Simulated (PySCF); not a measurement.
Au₃S⁺ (singlet). Computed with PBE0 in PySCF with S def2-SVP, Au def2-SVP with ECP60; scalar-relativistic core potentials, no spin–orbit coupling; density-fitted integrals.

Harmonic bands of its minimum:

```tsv
ω (cm⁻¹)	IR (km/mol, summed over degenerate members)	degeneracy
35	0.0	2
54	0.3	1
290	1.6	1
327	2.8	2
```

The central atom is S. Infer the point group and assign the bands.

C3v. The modes span 2e + 2a1: 35 e, 54 a1, 290 a1, 327 e. The computed geometry has S–Au 2.293 Å (×3); Au–S–Au 98.1° (×3).

This need not be the most stable arrangement of these atoms. No spin–orbit coupling is included, which matters more the heavier the element.
